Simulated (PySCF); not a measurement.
A TDDFT job was run through a driver script with this input:

```
{"job": {"kind": "uv", "xc": "CAM-B3LYP", "basis": "def2-SVPD", "nstates": 8, "ntriplets": 3}, "charge": 0, "multiplicity": 1}
C     -2.172412     1.779882     0.646007
C     -0.886079     1.576956     0.389912
C     -0.194286     0.287971     0.405030
C     -0.861520    -0.977591     0.799015
N     -2.037259    -1.046835     1.239125
N      1.023589     0.244669     0.078820
B      2.212774    -0.440716    -0.067508
N      2.603510    -0.985351    -1.298748
H     -2.597340     2.769860     0.607600
H     -2.826097     0.966254     0.904360
H     -0.235498     2.403018     0.128400
H     -0.186086    -1.839439     0.679529
H     -2.356245    -1.980774     1.490645
H      2.947506    -0.468469     0.849795
H      2.034946    -0.932883    -2.125126
H      3.522899    -1.347608    -1.470782
```

The program printed:

```
coarse grid: 13576 points
cycle   1  E = -345.7989448310  dE =  1.275e+00  |g| = 5.933e-01  |ddm| = 8.299e+00
cycle   2  E = -345.7627337341  dE =  3.621e-02  |g| = 7.729e-01  |ddm| = 2.482e+00
cycle   3  E = -345.8871152424  dE = -1.244e-01  |g| = 7.526e-02  |ddm| = 1.622e+00
cycle   4  E = -345.8882256368  dE = -1.110e-03  |g| = 4.432e-02  |ddm| = 2.256e-01
cycle   5  E = -345.8886448536  dE = -4.192e-04  |g| = 1.254e-02  |ddm| = 1.023e-01
cycle   6  E = -345.8886801690  dE = -3.532e-05  |g| = 3.920e-03  |ddm| = 2.619e-02
cycle   7  E = -345.8886836296  dE = -3.461e-06  |g| = 1.728e-03  |ddm| = 1.178e-02
final grid: 131992 points
cycle   8  E = -345.9450282288  dE = -3.585e-05  |g| = 4.751e-03  |ddm| = 1.184e-01
cycle   9  E = -345.9450271898  dE =  1.039e-06  |g| = 5.420e-03  |ddm| = 2.195e-02
cycle  10  E = -345.9450334614  dE = -6.272e-06  |g| = 7.935e-04  |ddm| = 9.047e-03
cycle  11  E = -345.9450335961  dE = -1.347e-07  |g| = 2.379e-04  |ddm| = 1.975e-03
cycle  12  E = -345.9450336101  dE = -1.395e-08  |g| = 1.026e-04  |ddm| = 7.900e-04
cycle  13  E = -345.9450336126  dE = -2.502e-09  |g| = 1.631e-05  |ddm| = 2.059e-04
cycle  14  E = -345.9450336127  dE = -1.457e-10  |g| = 6.393e-06  |ddm| = 8.555e-05
converged SCF energy = -345.9450336127

Static polarisability (au): isotropic 92.793, principal 60.323 78.147 139.909

Singlet excitations
state   eV       nm        f      main configurations
  1   3.4572    358.6   0.00023   H->L 0.92
  2   4.4779    276.9   0.00212   H-2->L 0.80
  3   5.2113    237.9   0.33117   H-1->L 0.91
  4   5.9926    206.9   0.00058   H->L+1 0.67, H-2->L+1 0.09
  5   6.2811    197.4   0.00352   H-3->L 0.47, H->L+2 0.21, H->L+1 0.10
  6   6.5233    190.1   0.02285   H-3->L 0.39, H->L+2 0.36, H-4->L 0.14
  7   6.6187    187.3   0.22850   H-4->L 0.67, H->L+2 0.16
  8   6.6959    185.2   0.00335   H-2->L+1 0.46, H-6->L 0.09, H->L+1 0.09

Triplet excitations (Tamm-Dancoff, eV): 2.9558 3.2854 3.8373
```

Computed, not measured: TDDFT CAM-B3LYP/def2-SVPD, vertical, gas phase, core orbitals frozen in the response (PySCF). The structure is a single GFN2-xTB conformer in the gas phase; no vibrational or solvent corrections.

(1) Does any listed singlet fall in the visible range?

(2) What share of the summed oscillator strength falls to the strongest level in this window?

(3) What is the gap between the lowest singlet and the lowest triplet?

(4) Which orbital energies lie behind H and L?

(5) How many basis functions and electrons does this run hold?

(6) Write the structure that the coordinates describe.

Answers

(1) No computed singlet lies in the visible range (380 to 750 nm); the lowest, at 359 nm, stands 0.19 eV above its violet end (3.26 eV); a Tamm–Dancoff triplet lies at 419 nm, without intensity as long as spin–orbit coupling is left out.

(2) State 3 at 238 nm: 0.3312 of 0.5923, or 56%.

(3) 3.4572 − 2.9558 = 0.5014 eV (full response against Tamm–Dancoff).

(4) HOMO -8.21 eV and LUMO -0.89 eV, a gap of 7.32 eV; state 1 differs from that by -3.86 eV.

(5) 224 basis functions for 58 electrons in 29 doubly occupied orbitals.

(6) `[H]/N=C/C(C=C)=N\BN` (C4H8BN3), point group C1.

The SCF starts on a coarse grid; the energy jumps when the final grid takes over, and dE counts afresh there. H and L stand for HOMO and LUMO.

The values belong to the conformer `[H]/[N:5]=[CH:4]/[C:3]([CH:2]=[CH2:1])=[N:6]\[BH:7][NH2:8]`: C1–C2–C3–C4 -4°, C2–C3–C4–N5 -5°, C3–N6–B7–N8 97°, H–N8–B7–N6 -2°, H–N8–B7–N6 169°.
